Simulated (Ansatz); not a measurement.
The same path of H₆InNSi (9 atoms, charge 0, multiplicity 1) was run twice with different band settings. Lost on the way: Si3–H6. Made: N1–H6, In2–Si3.

Theory: Ansatz 0.2.0, RKS PBE0/def2-mTZVP.

Relaxed end points:

```xyz
9
Properties=species:S:1:pos:R:3
N 0.303 0.260 -1.699
In 0.753 2.310 -1.834
Si -0.271 -0.394 1.420
H 1.001 -0.476 -1.750
H -0.589 -0.141 -1.974
H 0.907 0.510 1.435
H 0.014 -1.635 0.657
H -1.472 0.303 0.895
H -0.557 -0.782 2.833
```

```xyz
9
Properties=species:S:1:pos:R:3
N 0.553 0.275 -1.593
In 0.867 1.949 0.378
Si -0.472 -0.181 1.563
H 0.943 -0.629 -1.341
H -0.435 0.117 -1.768
H 0.976 0.555 -2.472
H 0.230 -1.485 1.258
H -1.824 -0.392 0.923
H -0.750 -0.255 3.035
```

Common settings: movable images 7; climbing image yes; optimiser quadratic models (default); start path through a guess of the saddle point; force threshold 0.03 eV/Å; iteration limit 60; end points relaxed.

| run | spring |
| --- | --- |
| 1 | 5.0 eV/Å² |
| 2 | 50.0 eV/Å² |

Problem. What does each run give, and how far can it be trusted?

Solution. Run 1: converged after 55 iterations, highest image 0.985 eV above the first end. The profile has 3 maxima (images 3, 5, 7) with wells between them (images 4, 6): this band takes more than one step, which may be the mechanism or a detour left from its start path. Neighbouring images differ by up to 1.3 eV, so the band resolves the path poorly. A vibrational analysis at the climbing image gives one clearly imaginary mode, 1233i cm⁻¹: a first-order saddle point.
Run 2: converged after 35 iterations, highest image 1.067 eV above the first end. Beside the main top the profile has a ripple of under 15 meV (maxima at images 4, 7), which may be a very shallow well or noise. The order of the stationary point at the top wasn't checked.
The orbitals stay closed-shell, which can raise the energy where a bond breaks towards radicals; this wasn't checked here.
